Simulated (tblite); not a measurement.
Species: C8H9NO.
SMILES with atom numbers: `[CH2:1]=[CH:2]/[CH:3]=[C:4](\[O:5][CH3:6])[C:7](=[CH2:8])[C:9]#[N:10]` (hydrogens: H11, H12 on C1; H13 on C2; H14 on C3; H15, H16, H17 on C6; H18, H19 on C8)

Geometry (GFN2-xTB, Å), atoms numbered from 1 in this order:
```
atom  x, y, z in Å
C1     3.2079   -1.0882   -0.4830
C2     2.1204   -0.6035    0.1126
C3     0.8008   -0.7053   -0.4509
C4    -0.3059   -0.1986    0.1292
O5    -0.2455    0.4226    1.3599
C6    -0.3485    1.8314    1.3090
C7    -1.6349   -0.3378   -0.4761
C8    -2.7800   -0.1299    0.1899
C9    -1.6846   -0.7231   -1.8407
N10   -1.7480   -1.0241   -2.9446
H11    3.1515   -1.5929   -1.4337
H12    4.1857   -0.9943   -0.0432
H13    2.1921   -0.1030    1.0688
H14    0.6995   -1.2334   -1.3891
H15   -0.3594    2.1719    2.3428
H16   -1.2651    2.1567    0.8058
H17    0.5129    2.2669    0.7900
H18   -2.7707    0.1415    1.2318
H19   -3.7380   -0.2477   -0.2861
```

Level: GFN2-xTB in tblite, geometry and Hessian alike; calculated harmonic values, unscaled, isolated species. Against measured fundamentals such values can be off by several per cent, at times by over 20. One conformer, not necessarily the lowest.

Harmonic wavenumbers (cm⁻¹): 26.7, 77.0, 99.6, 117.5, 154.8, 165.7, 189.4, 226.3, 274.8, 291.6, 368.8, 411.1, 482.4, 503.6, 594.1, 656.9, 672.4, 720.3, 806.9, 856.8, 890.8, 892.5, 907.4, 964.4, 1016.2, 1018.1, 1085.0, 1129.6, 1160.1, 1195.5, 1237.5, 1277.7, 1307.4, 1383.0, 1403.9, 1408.2, 1468.2, 1487.7, 1597.9, 1618.5, 1653.9, 2378.8, 2922.0, 2942.7, 3028.3, 3068.9, 3081.3, 3101.1, 3111.6, 3134.6, 3145.3.

A = 1622, B = 1045, C = 679.8 MHz; mass 135.068 u (most abundant isotopes); point group C1, symmetry number 1.

Problem. What is the zero-point energy?

Solution. ½Σν̃ = 31857 cm⁻¹ = 381.10 kJ/mol.

Problem. What is S at 298.15 K and 1 bar for an ideal gas of classical rigid rotors and harmonic oscillators?

Solution. Translation 170.04, rotation 125.57, vibration 147.21: S = 442.8 J/(mol K).

Problem. And Cp and H(298.15 K) − H(0)?

Solution. Cp = 174.60 J/(mol K), of which vibrations give 141.34 (their classical limit is 51 R = 424.0); H(298.15 K) − H(0) = 32.33 kJ/mol without the zero-point energy, 22.41 from vibrations.

Problem. Blend soft modes into free rotors: weight 1/[1 + (100 cm⁻¹/ν̃)⁴] for the oscillator and the rest for a rotor with moment μB/(μ + B), μ = h/(8π²ν), B = 10⁻⁴⁴ kg m². What vibrational entropy results?

Solution. 134.68 J/(mol K) in place of 147.21, which changes −T·S at 298.15 K by +3.74 kJ/mol.

Problem. Which modes carry the vibrational entropy at 298.15 K?

Solution. 26.7 cm⁻¹: 25.36; 77.0 cm⁻¹: 16.59; 99.6 cm⁻¹: 14.49; 117.5 cm⁻¹: 13.14; 154.8 cm⁻¹: 10.93; 165.7 cm⁻¹: 10.39 J/(mol K); the other 45 give 56.31 together.

Problem. How do the functions run with temperature in this model?

Solution. 
```tsv
T (K)	S (J/(mol K))	Cp (J/(mol K))	H − H(0) (kJ/mol)	G − H(0) (kJ/mol)	ln q(vib)
100	305.9	89.6	6.01	-24.58	2.38
200	381.9	133.3	17.22	-59.16	5.62
300	443.9	175.4	32.65	-100.52	8.72
500	551.6	248.7	75.44	-200.35	14.57
800	685.2	319.0	161.55	-386.61	22.62
1000	759.8	349.5	228.56	-531.27	27.50
```

q(vib) and H(0) count from the zero-point level.

Problem. What must be added to the electronic energy to get the Gibbs energy at 298.15 K and 1 bar?

Solution. ZPE + [H(298.15 K) − H(0)] − T·S = 381.10 + 32.33 − 132.03 = 281.40 kJ/mol.

Hindered rotation and anharmonicity are outside this model. Other conformers, if any are populated, would add a mixing term that is left out. The structure is chiral; the term R ln 2 for an equal mix with its mirror image is left out.
